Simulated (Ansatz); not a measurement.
Mulliken charges of H$_{5}$OSbSeSi (`[OH][SbH][SiH2][SeH]`) from PBE/def2-TZVPP in Ansatz (PBE0-D4/def2-TZVP geometry).

| atom | x (Å) | y (Å) | z (Å) | charge (e) |
| --- | --- | --- | --- | --- |
| O1 | -0.975 | 1.274 | -1.091 | -0.491 |
| Sb2 | 0.924 | 0.698 | -1.251 | 0.463 |
| Si3 | 0.626 | -1.150 | 0.546 | 0.084 |
| Se4 | -1.185 | -0.567 | 1.787 | -0.190 |
| H5 | -1.385 | 1.312 | -1.959 | 0.189 |
| H6 | 1.452 | 1.784 | -0.039 | -0.078 |
| H7 | 1.833 | -1.231 | 1.411 | -0.042 |
| H8 | 0.456 | -2.474 | -0.113 | -0.047 |
| H9 | -1.657 | 0.307 | 0.692 | 0.112 |

Task: By hand: the dipole of these point charges (1 e Å = 4.8032 D).

Result: Σ q r = (0.525, 0.020, -0.681) e Å, of length 0.860 e Å = 4.13 D.

Task: How does the dipole of the full density compare? (Best estimate.)

Result: The calculation gave: (0.187, 0.034, -0.492) e Å, 2.53 D; the point charges give 1.63 times that, at 17° from its direction.

Point charges leave out the atoms' own dipoles, such as those of lone pairs, and Mulliken's split depends on the basis, so the two needn't agree.
